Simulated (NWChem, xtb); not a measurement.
**CH3FSb (SMILES [CH3][Sb][F]): the dipole moment, rung by rung**

The species is CH3FSb (6 atoms), meant as a doublet with charge 0. As SMILES, `[CH3][Sb][F]`. The coordinates come from a PBE0-D4/def2-TZVP relaxation.

Quantity: the dipole moment, in D. The values are calculated.

| level | kind | program | value (D) | CPU time |
| --- | --- | --- | --- | --- |
| GFN2-xTB | semi-empirical | xtb | 3.33 | under 2 s |
| GFN0-xTB | semi-empirical | xtb | 4.67 | under 2 s |
| GFN1-xTB | semi-empirical | xtb | 3.91 | under 2 s |
| UHF/3-21G | Hartree–Fock | NWChem | 2.78 | 6.3 s |
| U-r2SCAN/def2-TZVP (core potential) | meta-GGA | NWChem | 2.53 | 74 s |
| UPBE0/def2-SVP (core potential) | global hybrid | NWChem | 2.58 | 12 s |
| UPBE0/def2-SVPD (core potential) | global hybrid | NWChem | 2.70 | 22 s |
| UPBE0/def2-TZVPD (core potential) | global hybrid | NWChem | 2.60 | 74 s |

All-electron rows without a relativistic Hamiltonian named are non-relativistic, while core potentials hold scalar relativity, so basis and relativity change together. The values span 2.53 to 4.67 D. Magnitudes only. Sets without polarisation functions give poor dipoles. Times are those of the runs behind each value, whatever else they computed, on shared processors of several kinds: orders of magnitude only.
